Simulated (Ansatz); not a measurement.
Reactions of BH₈NSSi₂, SMILES `BN[SiH]([SiH3])S`.

Computed with Ansatz on PBE0-D4/def2-TZVP structures; ΔE is electronic, products minus reactants. CBS: MP2 limit from def2 TZ/QZ plus the TZ coupled-cluster correction, frozen cores. This one scheme is used for every species. DFT in def2-TZVPP. For As outer-core shells are correlated without core-valence functions, which leaves a few kJ/mol of doubt a bond. Scalar relativity is left out up to krypton. One conformer a species, not always the lowest.

```json
{"reaction": "`BN[SiH]([SiH3])S` + `[AsH3]` → `[SiH3][SiH](S)[AsH2]` + `BN`", "CCSD/CBS(def2) (kcal/mol)": "2.8", "PBE-D4 (kcal/mol)": "-0.4", "PBE0-D4 (kcal/mol)": "0.3", "MP2/CBS(def2) (kcal/mol)": "1.8", "CCSD(T)/CBS(def2) (kcal/mol)": "2.5"}
{"reaction": "`BN[SiH]([SiH3])S` + `FC([SiH3])S` → `BSC(F)[SiH3]` + `N[SiH]([SiH3])S`", "CCSD/CBS(def2) (kcal/mol)": "12.0", "PBE-D4 (kcal/mol)": "10.8", "PBE0-D4 (kcal/mol)": "11.3", "MP2/CBS(def2) (kcal/mol)": "11.5", "CCSD(T)/CBS(def2) (kcal/mol)": "11.8"}
{"reaction": "`BN[SiH]([SiH3])S` + `OCO` → `BOCO` + `N[SiH]([SiH3])S`", "CCSD/CBS(def2) (kcal/mol)": "1.0", "PBE-D4 (kcal/mol)": "1.9", "PBE0-D4 (kcal/mol)": "2.0", "MP2/CBS(def2) (kcal/mol)": "1.6", "CCSD(T)/CBS(def2) (kcal/mol)": "1.4"}
{"reaction": "`BN[SiH]([SiH3])S` + H₂O → `O[SiH]([SiH3])S` + `BN`", "CCSD/CBS(def2) (kcal/mol)": "-9.8", "PBE-D4 (kcal/mol)": "-10.1", "PBE0-D4 (kcal/mol)": "-9.8", "MP2/CBS(def2) (kcal/mol)": "-8.9", "CCSD(T)/CBS(def2) (kcal/mol)": "-9.3"}
{"reaction": "`BN[SiH]([SiH3])S` → `BN[SiH3]` + `[SiH]S`", "CCSD/CBS(def2) (kcal/mol)": "41.2", "PBE-D4 (kcal/mol)": "43.4", "PBE0-D4 (kcal/mol)": "45.8", "MP2/CBS(def2) (kcal/mol)": "44.9", "CCSD(T)/CBS(def2) (kcal/mol)": "42.1"}
```

Largest T1 diagnostic: 0.016, for `[SiH]S`.
